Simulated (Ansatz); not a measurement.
Ansatz (a quantum-chemistry and plane-wave program) input:
A basis named .json is the Basis Set Exchange file of that set.

Ansatz 0.2 input:
```yaml
crystal:
  periodic: [false, false, false]
  atoms:
    - {symbol: H, position_ang: [-0.00000000, -0.00000000, -1.94064139]}
    - {symbol: N, position_ang: [-0.00000000, -0.00000000, -0.94059254]}
    - {symbol: Si, position_ang: [0.00000000, 0.00000000, 0.60891351]}
basis:
  gaussian:
    orbitals: aug-cc-pV_Q+d_Z.json
magnetization: {spin_polarized: false}
correlation: {method: ccsd_t, electrons: outside_noble_gas}
```

Question: Which total energy does the run end on?

Answer: -344.33884 Eh (CCSD(T)/aug-cc-pV(Q+d)Z). The basis has 215 functions. The run takes very roughly 26 core-seconds.
